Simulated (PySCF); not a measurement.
## Spin-rotation constants: cyclo-(F2SiO)3

Geometry:
| atom | x (Å) | y (Å) | z (Å) |
| --- | --- | --- | --- |
| Si1 | 0.394 | -1.171 | -1.130 |
| F2 | -0.201 | -2.629 | -1.172 |
| F3 | 1.417 | -0.971 | -2.312 |
| O4 | 1.158 | -0.958 | 0.265 |
| Si5 | 0.882 | 0.125 | 1.417 |
| F6 | 2.169 | 1.015 | 1.605 |
| F7 | 0.549 | -0.628 | 2.760 |
| O8 | -0.354 | 1.071 | 1.027 |
| Si9 | -1.276 | 1.045 | -0.287 |
| F10 | -2.769 | 0.776 | 0.140 |
| F11 | -1.167 | 2.436 | -1.018 |
| O12 | -0.803 | -0.113 | -1.293 |

Method: PySCF, GIAO BP86/def2-SVP magnetisability, rotational g tensor and spin-rotation constants, non-relativistic, gas phase. Geometry: GFN2-xTB.

Problem. Give the nuclear spin-rotation constants along the inertial axes (H = +C I·J) beside the isotropic shieldings.

Solution. Rotational constants 0.6811, 0.6811, 0.4576 GHz. A star marks the isotopologue with that one atom substituted, in its own axes.
| atom | isotope | Caa (kHz) | Cbb (kHz) | Ccc (kHz) | mean (kHz) | σ (ppm) |
| --- | --- | --- | --- | --- | --- | --- |
| F2 | 19F | 0.595 | 0.595 | 0.289 | 0.493 | 331.8 |
| F3 | 19F | 0.596 | 0.596 | 0.289 | 0.494 | 331.6 |
| F6 | 19F | 0.596 | 0.596 | 0.289 | 0.493 | 331.7 |
| F7 | 19F | 0.595 | 0.595 | 0.289 | 0.493 | 331.8 |
| F10 | 19F | 0.596 | 0.596 | 0.289 | 0.494 | 331.6 |
| F11 | 19F | 0.595 | 0.595 | 0.290 | 0.493 | 331.8 |
| Si1 | 29Si* | -0.307 | -0.318 | -0.199 | -0.275 | 497.6 |
| O4 | 17O* | -0.081 | -0.075 | -0.051 | -0.069 | 256.5 |

Where two moments of inertia are equal or nearly so, the constants along those axes are given as their average.
For the geometry as given, no vibrational averaging.
